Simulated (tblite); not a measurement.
A structure optimised at GFN2-xTB (Å):
```
atom  x, y, z in Å
C1    -1.7690   -0.2916   -1.1405
N2    -1.2034   -0.0789    0.2088
C3    -1.9719    0.9850    0.8779
C4    -1.3299   -1.3210    1.0005
C5     0.2345    0.2436    0.0687
C6     0.7980    1.4128    0.5143
C7     2.1728    1.6800    0.3607
C8     3.0223    0.7927   -0.2394
C9     2.4803   -0.4127   -0.7069
N10    3.1180   -1.4130   -1.3180
S11    2.0952   -2.5759   -1.6673
N12    0.7614   -1.8968   -1.0675
C13    1.0779   -0.6983   -0.5567
H14   -1.2486   -1.1157   -1.6258
H15   -2.8280   -0.5304   -1.0664
H16   -1.6453    0.6111   -1.7365
H17   -1.9193    1.9106    0.3077
H18   -3.0155    0.6817    0.9461
H19   -1.5958    1.1525    1.8854
H20   -2.3799   -1.5809    1.1193
H21   -0.8154   -2.1318    0.4874
H22   -0.8825   -1.1772    1.9827
H23    0.2087    2.1714    1.0004
H24    2.5503    2.6179    0.7347
H25    4.0740    0.9893   -0.3604
```

Charge +1, singlet.

Read off the bonds between heavy atoms and their formal orders.

C1–N2 1.48 Å (single); N2–C3 1.47 Å (single); N2–C4 1.48 Å (single); N2–C5 1.48 Å (single); C5–C6 1.37 Å (aromatic); C6–C7 1.41 Å (aromatic); C7–C8 1.37 Å (aromatic); C8–C9 1.40 Å (aromatic); C9–N10 1.33 Å (aromatic); N10–S11 1.59 Å (aromatic); S11–N12 1.61 Å (aromatic); N12–C13 1.34 Å (aromatic); C5–C13 1.41 Å (aromatic); C9–C13 1.44 Å (aromatic). Bonds to hydrogen (Å): C1–H14 1.09; C1–H15 1.09; C1–H16 1.09; C3–H17 1.09; C3–H18 1.09; C3–H19 1.09; C4–H20 1.09; C4–H21 1.09; C4–H22 1.09; C6–H23 1.08; C7–H24 1.08; C8–H25 1.08. The orders are those of one drawing; other resonance forms can be drawn.

Give the structure as a SMILES string.

`C[N+](C)(C)c1cccc2nsnc12`, [C9H12N3S]+. Among its features: benzene ring, pyridine-type ring nitrogen and aromatic ring with sulfur.

What is the point group of this geometry?

Cs (every atom within 0.08 Å of its image).

Which rings does it hold?

C9–N10–S11–N12–C13 (5 members, 0.00 Å rms from planarity); C5–C6–C7–C8–C9–C13 (6 members, 0.00 Å rms from planarity).

Describe the place of each heavy atom.

C1/C3/C4: N-methyl carbon; N2: ammonium nitrogen; C5: aromatic carbon bearing nitrogen; C6: aromatic CH carbon; C7: aromatic CH carbon; C8: aromatic CH carbon; C9: ring-fusion aromatic carbon; N10: pyridine-type nitrogen; S11: ring sulfur; N12: pyridine-type nitrogen; C13: ring-fusion aromatic carbon.

What is the arrangement about N10?

It has 2 neighbours (C9, S11) and is bent (angle 110.0°).

What is the arrangement about N2?

It has 4 neighbours (C1, C3, C4, C5) and is distorted tetrahedral (angles from 108.5° to 113.1°).

These are computed values.
